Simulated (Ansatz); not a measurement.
Start from `CC[SiH2]P` and change one atom or group to get `CC[SiH2][TeH]`.

Ansatz, PBE0-D4/def2-TZVP geometries, multiplicity 1. Each molecule was computed in one conformer, which needn't be the lowest.

Elements past krypton have def2 core potentials.  Spin–orbit coupling is left out; it splits and shifts lone-pair levels of the heavy atoms by tenths of an eV.

| property | `CC[SiH2]P` |
| --- | --- |
| HOMO–LUMO gap (PBE/def2-TZVPP) / eV | 5.78 |
| HOMO–LUMO gap (ωB97M-V/def2-TZVPP) / eV | 11.54 |
| HOMO energy (B3LYP/def2-TZVPP) / eV | -7.17 |
| size of the dipole moment (PBE/def2-TZVPP) / D | 1.03 |
| LUMO energy (ωB97M-V/def2-TZVPP) / eV | 2.05 |
| LUMO energy (PBE/def2-TZVPP) / eV | -0.50 |

Question: Give the same properties after the change, and the shifts. (Estimate.)

Answer: Computed: 
| property | `CC[SiH2][TeH]` | shift |
| --- | --- | --- |
| HOMO–LUMO gap (PBE/def2-TZVPP) / eV | 4.10 | -1.68 |
| HOMO–LUMO gap (ωB97M-V/def2-TZVPP) / eV | 9.81 | -1.73 |
| HOMO energy (B3LYP/def2-TZVPP) / eV | -6.17 | 1.00 |
| size of the dipole moment (PBE/def2-TZVPP) / D | 1.45 | 0.42 |
| LUMO energy (ωB97M-V/def2-TZVPP) / eV | 1.34 | -0.71 |
| LUMO energy (PBE/def2-TZVPP) / eV | -1.27 | -0.77 |

With PBE0 the HOMO rises by 0.99 eV and the LUMO falls by 0.82 eV, so the gap narrows by about 1.81 eV. PBE moves the HOMO by 0.91 eV and ωB97M-V by 1.02 eV. Dipoles are sizes alone; their direction can turn.

B3LYP here is the variant with VWN-RPA as its local correlation; programs differ in this.
